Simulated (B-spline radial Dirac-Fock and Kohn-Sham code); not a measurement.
**f′ and f″ of N, 2.9844 keV to 43.42 keV**

Level of theory: the dispersion relation over Dirac-Hartree-Slater subshell photoionisation cross sections, with the Kissel-Pratt high-energy constant (isolated atom, no bound-bound lines or fine structure); a B-spline atomic structure program. The forward scattering factor is f₀ + f′ + i f″.

No edge lies in or near this range.

```
hν (eV)   λ (Å)  f′ (e)  f″ (e)  tabulated f′  tabulated f″
 2984.4   4.154   0.156   0.147          0.16          0.14
   3182   3.896       ?       ?             ?             ?
   4000   3.100   0.103   0.081          0.10          0.08
   4485   2.764   0.087   0.064          0.09          0.06
 4510.9   2.749   0.086   0.064          0.09          0.06
   4557   2.721   0.085   0.062          0.08          0.06
   5142   2.411   0.070   0.049          0.07          0.05
 5414.7   2.290   0.064   0.044          0.06          0.04
   6000   2.066   0.055   0.035          0.05          0.03
   6028   2.057   0.054   0.035          0.05          0.03
   6081   2.039   0.053   0.034          0.05          0.03
 6403.9   1.936   0.049   0.031          0.05          0.03
 6930.3   1.789   0.043   0.026          0.04          0.02
   7169   1.729   0.040   0.024          0.04          0.02
 8047.8   1.541   0.033   0.019          0.03          0.02
   8932   1.388   0.027   0.015          0.03          0.01
 9251.7   1.340   0.026   0.014          0.03          0.01
   9379   1.322   0.025   0.014          0.02          0.01
  11180   1.109   0.018   0.009          0.02          0.01
  12000   1.033   0.016   0.008          0.02          0.01
  15000  0.8266   0.010   0.005          0.01          0.00
  16360  0.7578   0.008   0.004          0.01          0.00
17479.3  0.7093   0.007   0.003          0.01          0.00
  18280  0.6783   0.006   0.003          0.01          0.00
  22110  0.5608   0.003   0.002          0.00          0.00
22162.9  0.5594   0.003   0.002          0.00          0.00
24209.8  0.5121   0.002   0.002          0.00          0.00
  28500  0.4350   0.001   0.001          0.00          0.00
  30000  0.4133   0.001   0.001          0.00          0.00
  40000  0.3100  -0.001   0.001          0.00          0.00
  43420  0.2855  -0.001   0.000          0.00          0.00
```

Problem. What are f′ and f″ at 3182 eV?

Solution. f′ = 0.143 and f″ = 0.129 electrons (tables: 0.14 and 0.12). By the optical theorem f″ corresponds to a photoabsorption cross section 2 rₑ λ f″ = 2840 b.

Tabulated f′: xraylib 4.2 anomalous scattering factors (Cullen et al., EPDL97); f″: Chantler's tables (J. Phys. Chem. Ref. Data 1995 and 2000). Both are theoretical tables.

Values without a named source are computed, but for edge energies of neutral atoms, which are taken from tables.
